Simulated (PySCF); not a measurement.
C4H12Si2, SMILES CC[SiH2]/C=C/[SiH3].

The structure is a stationary point at B3LYP-D3(BJ)/def2-SVP. The structure was generated by enumeration; whether it is a known compound was not checked. One conformer was computed; it need not be the lowest.

Level of theory: SMD-B3LYP/def2-SVP (PySCF).

Solvation free energies are E(SMD) − E(gas) at the gas-phase geometry, for 1 M in both phases. In vacuum the dipole moment is 0.88 D.

Q: Estimate the solvation free energies in water, toluene, n-hexane. (The exact figures need the calculation; the answer reports its results.)

A: 
```csv
solvent,ΔG(solv) (kcal/mol),its non-electrostatic (CDS) part,dipole (D)
water,4.0,5.5,1.14
toluene,-2.0,-1.3,1.00
n-hexane,-2.1,-1.5,0.97
```
